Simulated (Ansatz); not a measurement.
Harmonic frequencies (cm⁻¹) at PBE0-D4/def2-TZVP from Ansatz: 62, 122, 159, 193, 310, 367, 405, 437, 498, 526, 591, 727, 771, 821, 944, 959, 982, 1098, 1190, 1332, 1459, 1475, 1996, 3054, 3139, 3159, 3590.

Each molecule was computed in one conformer, which needn't be the lowest.

**Question.** Which molecule is it?
A. `CS[C]1(F)[NH][AlH]1`
B. `FC1N[CH2][AlH][S]1`
C. `[SiH3][CH](Cl)[AlH][SH]`
D. `Cl[B]1B[CH2][AlH]1`

**Answer.** A.
